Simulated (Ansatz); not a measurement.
Mulliken charges of CH5NSeSi, SMILES `C1N[SiH2][Se]1` from ωB97M-V/def2-TZVPP in Ansatz (PBE0-D4/def2-TZVP geometry).

```
atom   x (Å)   y (Å)   z (Å)  charge (e)
  C1  -0.164   0.944  -0.783      -0.145
  N2   0.721   0.315   0.172      -0.321
 Si3  -0.131  -1.057   0.742       0.329
 Se4  -1.766  -0.234  -0.609      -0.160
  H5   0.190   0.904  -1.816       0.146
  H6  -0.447   1.966  -0.521       0.145
  H7   1.682   0.606   0.217       0.089
  H8   0.427  -2.391   0.380      -0.044
  H9  -0.422  -1.099   2.201      -0.039
```

**Question.** By hand: the dipole of these point charges (1 e Å = 4.8032 D).

**Answer.** Σ q r = (0.142, 0.071, -0.024) e Å, of length 0.161 e Å = 0.77 D.

**Question.** How does the dipole of the full density compare? (An estimate is asked.)

**Answer.** The calculation gave: (0.427, 0.147, 0.014) e Å, 2.17 D; the point charges give 0.35 times that, at 13° from its direction.

Point charges leave out the atoms' own dipoles, such as those of lone pairs, and Mulliken's split depends on the basis, so the two needn't agree.
